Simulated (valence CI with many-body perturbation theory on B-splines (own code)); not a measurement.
**Level structure of Cu¹⁶⁺**

Level of theory: relativistic CI+MBPT: three valence electrons over a frozen Dirac-Fock core [Ne], radial functions for each j: 11 s, 11 p, 9 d, 7 f, 5 g, 2 h, 1 i, with the one-electron correlation potential Σ1, the two-electron term Σ2, the three-electron term Σ3, Breit, model QED; selected CI, second order for the rest (own B-spline code, finite nucleus).

No measured spectrum was set against this ion. As an estimate, levels of excited configurations hold to 0.05 to 0.15 % of their energy, terms of the ground configuration to about 0.5 %.

Levels 46 to 66 of 66, with energies above the lowest level, 3s2 3p 2P°_1/2. "Leading %" is the weight of the configuration and term that name the level; weights of strongly mixed levels are sums over their largest components and can fall short. Lifetimes count E1, E2, E3, M1 and M2 decay at the calculated energies, and are blank where another channel may lead or the interval is too uncertain; long ones can be off by a factor of two.

```
No.  Configuration  Term    J  E (cm⁻¹)  Leading %  Second component  Lifetime      g
 46         3p2 3d    2P  3/2   1198600         68    22 % 3p2 3d 4D   34.0 ps  1.240
 47         3p2 3d    4D  1/2   1204500         78    21 % 3p2 3d 2P   36.7 ps  0.152
 48         3p2 3d    4F  9/2   1205400         88    11 % 3p2 3d 2G   47.9 ps  1.306
 49         3p2 3d    4D  3/2   1216600         70    23 % 3p2 3d 2P   34.4 ps  1.224
 50         3p2 3d    4D  5/2   1217300         83     8 % 3p2 3d 4F   36.6 ps  1.334
 51         3p2 3d    4D  7/2   1232200         83     8 % 3p2 3d 2F   39.2 ps  1.385
 52         3p2 3d    2P  1/2   1232700         71    22 % 3p2 3d 4D   30.0 ps  0.556
 53         3p2 3d    2G  7/2   1242400         85     9 % 3s 3d2 2G    106 ps  0.902
 54         3p2 3d    2G  9/2   1251900         78    12 % 3p2 3d 4F   97.9 ps  1.137
 55         3p2 3d    4P  5/2   1257400         50    40 % 3p2 3d 2D   14.8 ps  1.402
 56         3p2 3d    2D  3/2   1263300         45    38 % 3p2 3d 4P   14.9 ps  1.198
 57         3p2 3d    4P  1/2   1274100         90                     11.6 ps  2.534
 58         3p2 3d    4P  3/2   1278300         54    31 % 3p2 3d 2D   13.7 ps  1.321
 59         3p2 3d    2D  5/2   1278400         44    43 % 3p2 3d 4P   14.9 ps  1.381
 60         3p2 3d    2P  1/2   1309000         70    18 % 3s 3d2 2P   20.9 ps  0.796
 61         3p2 3d    2D  3/2   1310400         62    14 % 3p2 3d 2P   28.5 ps  0.973
 62         3p2 3d    2P  3/2   1329600         49    20 % 3p2 3d 2D   21.7 ps  1.162
 63         3p2 3d    2S  1/2   1331200         79     9 % 3s 3d2 2S   18.8 ps  1.958
 64         3p2 3d    2F  5/2   1334500         73    13 % 3s 3d2 2F   13.2 ps  0.904
 65         3p2 3d    2D  5/2   1343100         86     5 % 3p2 3d 2F   28.2 ps  1.180
 66         3p2 3d    2F  7/2   1346800         86    12 % 3s 3d2 2F   12.5 ps  1.139
```

Names give the largest LS component (configuration and term), which can be under half, so a name can repeat, a term be missing and a line seem to break the LS rules; names also repeat where a configuration has a term twice.
